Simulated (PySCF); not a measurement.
This script is equivalent to a calculation on F⁺ (fluorine, charge +1).

```python
from pyscf import gto, scf, dft, mp, cc
import basis_set_exchange as bse
mol = gto.M(atom="F 0 0 0", charge=1, spin=2, symmetry="D2h",
            basis=gto.basis.parse(bse.get_basis("x2c-TZVPall", elements=["F"], fmt="nwchem", header=False)),
            nucmod="G")
mf = dft.UKS(mol, xc="MN15").sfx2c1e()
mf.irrep_nelec = {'Ag': (2, 2), 'B1u': (1, 0), 'B2u': (1, 1), 'B3u': (1, 0)}
mf.kernel()
```

Q: What total energy does it give?

A: -99.152 hartree (calculated).

Q: Which occupied shell lies highest, and where?

A: 2p β, at -30.014 eV.

Q: What is ⟨S²⟩, and what would a pure spin state give?

A: 2.001, against 2.00.
